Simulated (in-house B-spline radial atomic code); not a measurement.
Values are calculated unless marked as measured or tabulated.
# What the choice of pseudopotential does to G0W0 on PBE0: Ca²⁺

All numbers come from a B-spline radial code for spherical atoms, non-relativistic, configuration [Ne] 3s2 3p6, open shells at high spin. Semilocal Troullier-Martins pseudo-atoms, one channel per l, are made with PBE or LDA for several valence sets and radii, with or without a model core, and set against the all-electron atom. One channel fits only the lowest state of its l, so a second state of that l is approximate. All electrons give 3p: PBE0 -45.38 eV, G0W0 -51.04 eV, 3s: PBE0 -65.55 eV, G0W0 -69.07 eV. Potentials are made in the ion's own configuration unless the neutral atom is named, and a smooth local potential serves every l without a channel. Potentials that miss their own reference levels by more than 6 millihartree, or need radii over 3.5 bohr, are left out. Columns give pseudo minus all-electron, in eV; a dash marks a level in the core or of low weight.

```tsv
valence	made with	radii (bohr)	model core (bohr)	3p PBE0	3p G0W0	3s PBE0	3s G0W0
3p	LDA, neutral atom	s 2.68 p 0.84 d 1.92	none	+0.64	+0.81	-	-
3p	PBE, neutral atom	s 3.08 p 0.94 d 2.16	none	+0.86	+1.13	-	-
3p	PBE	s 3.33 p 1.21 d 2.76	none	+0.63	+0.99	-	-
3p	PBE, neutral atom	s 3.40 p 1.36 d 3.12	none	+0.84	+1.29	-	-
3p	PBE	s 2.61 p 0.94 d 2.16	0.66	+1.01	+1.27	-	-
3p	LDA	s 2.88 p 1.05 d 2.40	0.66	+1.02	+1.35	-	-
3p	PBE, neutral atom	s 3.40 p 1.21 d 2.76	0.65	+1.19	+1.58	-	-
3p	PBE	s 3.40 p 1.36 d 3.12	0.66	+1.01	+1.47	-	-
3s 3p	PBE	s 0.81 p 0.84 d 1.92	none	0.00	-0.17	+0.07	+0.29
3s 3p	PBE, neutral atom	s 0.91 p 0.94 d 2.16	none	-0.06	-0.23	-0.02	+0.20
3s 3p	PBE, neutral atom	s 1.31 p 1.36 d 3.12	none	-0.14	-0.18	-0.13	-0.15
3s 3p	PBE	s 0.91 p 0.94 d 2.16	0.62	+0.04	-0.11	+0.13	+0.39
3s 3p	PBE	s 1.01 p 1.05 d 2.40	0.62	+0.04	-0.10	+0.12	+0.37
3s 3p	PBE, neutral atom	s 1.16 p 1.21 d 2.76	0.62	-0.04	-0.12	+0.07	+0.21
```

Question: How does the G0W0 shift of 3p, which all sets hold, depend on the valence set?

Answer: Mean size: 3s 3p: 0.15 eV; 3p: 1.24 eV. The means mix radii and the functional used in making the potentials.
